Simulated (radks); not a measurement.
The numbers below are computed, except where a source is named.
Charge is removed step by step from the 5p level of the ytterbium ion Yb+, starting from [Xe] 4f14 6s1. Code: a radial shooting solver on a logarithmic mesh with Libxc functionals. Model: non-relativistic Kohn-Sham, PBE, spin-unpolarised, spherical densities, point nucleus; relativity is left out, which matters for an element this heavy.

| removed (e) | E - E(0) (eV) | eigenvalue (eV) | E minus straight line (eV) |
|---|---|---|---|
| 0 | 0.000 | -32.528 | 0.000 |
| 0.125 | 4.162 | -34.062 | -0.691 |
| 0.25 | 8.516 | -35.616 | -1.189 |
| 0.375 | 13.066 | -37.188 | -1.492 |
| 0.5 | 17.814 | -38.777 | -1.597 |
| 0.625 | 22.761 | -40.383 | -1.502 |
| 0.75 | 27.911 | -42.005 | -1.206 |
| 0.875 | 33.263 | -43.641 | -0.706 |
| 1 | 38.821 | -45.293 | 0.000 |

Removing the whole electron costs 38.821 eV by Delta-SCF, against 32.528 eV from minus the eigenvalue at the starting occupation. Slater's transition state (half an electron removed) gives 38.777 eV. Integrating minus the eigenvalue over the occupation (Janak's theorem) gives 38.821 eV. The mean slope of the eigenvalue, de/dn, is 12.8 eV per electron.
